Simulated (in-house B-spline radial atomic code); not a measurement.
A fraction x of an electron is removed from 3d in Sr+, starting from [Kr] 5s1 and keeping the highest spin. Computed with a radial B-spline atomic code at the basis-set limit: scalar-relativistic (X2C) BP86, spin-polarised, spherical fractional occupations, Fermi nucleus of rms radius 4.224 fm.

```json
{"x": "0", "E(x) - E(0) (eV)": "0.0000", "3d down level (eV)": "-134.472"}
{"x": "0.02", "E(x) - E(0) (eV)": "2.6951", "3d down level (eV)": "-135.043"}
{"x": "0.21", "E(x) - E(0) (eV)": "28.8716", "3d down level (eV)": "-140.516"}
{"x": "0.33", "E(x) - E(0) (eV)": "45.9435", "3d down level (eV)": "-144.022"}
{"x": "0.45", "E(x) - E(0) (eV)": "63.4384", "3d down level (eV)": "-147.566"}
{"x": "0.5", "E(x) - E(0) (eV)": "70.8539", "3d down level (eV)": "-149.054"}
{"x": "0.56", "E(x) - E(0) (eV)": "?", "3d down level (eV)": "?"}
{"x": "0.69", "E(x) - E(0) (eV)": "99.7152", "3d down level (eV)": "-154.764"}
{"x": "0.76", "E(x) - E(0) (eV)": "?", "3d down level (eV)": "?"}
{"x": "0.92", "E(x) - E(0) (eV)": "136.1170", "3d down level (eV)": "-161.795"}
{"x": "1", "E(x) - E(0) (eV)": "149.1595", "3d down level (eV)": "-164.270"}
```

Problem. What belongs in the row x = 0.56?

Solution. An energy change of 79.8509 eV; 3d down at -150.847 eV.

Problem. What belongs in the row x = 0.76?

Solution. An energy change of 110.6230 eV; 3d down at -156.890 eV.

Problem. Check Janak's theorem between x = 0.02 and 0.21.

Solution. The slope of the energy is 137.77 eV; the orbital levels give 137.78 eV (-ε of the emptying orbital, averaged over the two points).
